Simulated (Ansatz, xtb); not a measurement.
System: CF2, charge 1, multiplicity 2. SMILES of the parent species: F[C]F
Structure (B3LYP-D3(BJ)/def2-TZVP (Ansatz, a program for electronic structure) minimum search):
```xyz
3

F     -1.0698    -0.2022     0.0322
C     -0.0240     0.4240    -0.0026
F      1.0859    -0.0804    -0.0305
```
Charge +1, spin multiplicity 2.

Harmonic wavenumbers from GFN2-xTB (xtb, at its own minimum), cm⁻¹: 526, 1353, 1711.

Q: Give the harmonic wavenumbers at B3LYP-D3(BJ)/def2-TZVP (Ansatz, finite differences of forces, unscaled).

A: 642, 1361, 1672 cm⁻¹. Zero-point energy 5.3 kcal/mol.

Q: From these and the geometry, give the ideal-gas thermochemistry at 298.15 K and 1 atm (rigid rotor, harmonic oscillator).

A: Point group C2v, rotational symmetry number 2. Rotational constants 172.7, 11.4, 10.7 GHz. S(trans) 37.65, S(rot) 18.88, S(vib) 0.41, S(elec, spin only) 1.38, S 58.3 cal/(mol K). H(298) - H(0) 2.46 kcal/mol; G - E(el) -9.7 kcal/mol.
